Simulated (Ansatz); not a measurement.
**What each rung costs, and what it gives**

Saddle point of SiN2H4Cl2, closed shell (SiN₂H₄Cl₂ ([NH2][Si]([NH2])([Cl])[Cl]) → SiNHCl₂ ([NH][Si]([Cl])[Cl]) + NH₃ (still joined by a long Si–N bond); bonds formed: N2–H4; bonds broken: N3–H4; bonds weakened to dative contacts: Si1–N2), PBE0-D4/def2-TZVP structure:

```
atom    x (Å)    y (Å)    z (Å)
 Si1  -0.5471   0.2162   0.4534
  N2   1.1360  -0.2599  -0.1140
  N3  -1.0081  -0.0399  -1.0833
  H4   0.4101  -0.3322  -1.0849
 Cl5  -0.4193   2.0829   1.2986
 Cl6  -1.0588  -1.0233   2.0081
  H7   1.5221  -1.1318   0.2265
  H8   1.8495   0.4582  -0.1367
  H9  -1.8844   0.0299  -1.5676
```

Barriers are electronic and count from the start structure reached by relaxing down the imaginary mode.

Ansatz 0.2.0; basis: as named in each row; cores frozen in the correlated methods. B3LYP uses VWN-RPA correlation. Extrapolation: Hartree–Fock as exp(−7.88 √X), correlation as X^−2.97.

Times are rough, for one single point on 4 threads of a shared host (Arm Neoverse V1).

The estimate by CCSD(T) at an estimated basis limit (MP2 extrapolated from triple and quadruple zeta, plus CCSD(T) − MP2 in triple zeta) is 2.334 eV.

```
      method       basis  time (s)  barrier (eV)  method less estimate
          HF      STO-3G   under 1         3.642                 1.308
      PBE-D4      STO-3G   under 1         1.912                -0.422
       SPW92    def2-SVP   under 1         1.738                -0.597
    B3LYP-D4       6-31G   under 1         2.216                -0.118
      PBE-D4    def2-SVP   under 1         1.903                -0.431
     PBE0-D4    def2-SVP         1         2.141                -0.194
       SPW92  def2-TZVPP         1         1.855                -0.479
      PBE-D4  def2-TZVPP         2         2.009                -0.326
     BLYP-D4  def2-TZVPP         2         2.142                -0.192
    B3LYP-D4  def2-TZVPP         3         2.301                -0.033
    BHLYP-D4  def2-TZVPP         3         2.544                 0.210
CAM-B3LYP-D4  def2-TZVPP         4         2.370                 0.036
     PBE0-D4  def2-TZVPP         4         2.221                -0.114
     CCSD(T)    def2-SVP         4         2.303                -0.031
   r2SCAN-D4  def2-TZVPP         5         2.196                -0.138
     wB97M-V    def2-SVP         5         2.231                -0.103
  r2SCAN0-D4  def2-TZVPP         6         2.332                -0.002
  RPA on PBE  def2-TZVPP         6         2.294                -0.040
      B2PLYP  def2-TZVPP         6         2.308                -0.026
    PBE-QIDH  def2-TZVPP         6         2.328                -0.006
     wB97X-V  def2-TZVPP         8         2.374                 0.040
      B97M-V  def2-TZVPP         9         2.344                 0.009
     wB97M-V  def2-TZVPP         9         2.331                -0.004
         MP2  def2-QZVPP        20         2.275                -0.059
     CCSD(T)  def2-TZVPP       140         2.336                 0.001
```

All methods are single points on the PBE0-D4 structures.

The T1 diagnostic stays at or below 0.012.

Labels in which every atom is bracketed show which atoms are joined, not bond orders.
